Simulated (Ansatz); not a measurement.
Molecule: COOs (charge 0, triplet). The spin state was set by rule; other spins were not relaxed. SMILES: [O+]#[C-]->[Os]
Geometry: optimised at B3LYP-D3(BJ)/def2-TZVP (Ansatz, a program for electronic structure).

Wanted: vertical ionisation energy (to the quartet state of charge +1; each state is the SCF solution reached for its spin; the UHF <S^2> is 2.39 for the triplet (pure: 2.00); for the triplet T1 is 0.065), in eV. Cores are frozen in the correlated levels unless marked. Open shells are spin-unrestricted. No spin-orbit coupling. The frozen core is the preceding noble-gas configuration, with the filled d and f shells of earlier blocks. In def2 rows, elements after Kr have scalar-relativistic effective core potentials. 

| level | program | vertical ionisation energy (eV) |
|---|---|---|
| SVWN5/def2-TZVPD | Ansatz | 8.75 |
| PBE/def2-TZVPD | Ansatz | 8.24 |
| r2SCAN/def2-TZVPD | Ansatz | 7.83 |
| B3LYP/def2-TZVPD | Ansatz | 8.29 |
| PBE0/def2-TZVPD | Ansatz | 7.95 |
| BHLYP/def2-TZVPD | Ansatz | 7.81 |
| CAM-B3LYP/def2-TZVPD | Ansatz | 8.18 |
| wB97M-V/def2-TZVPD | Ansatz | 8.03 |
| wB97X-V/def2-TZVPD | Ansatz | 8.02 |
| CCSD/def2-SVPD | Ansatz | 7.65 |
| CCSD/def2-TZVPPD | Ansatz | 7.71 |
| CCSD(T)/def2-SVPD | Ansatz | 7.78 |
| CCSD(T)/def2-TZVPPD | Ansatz | 7.88 |
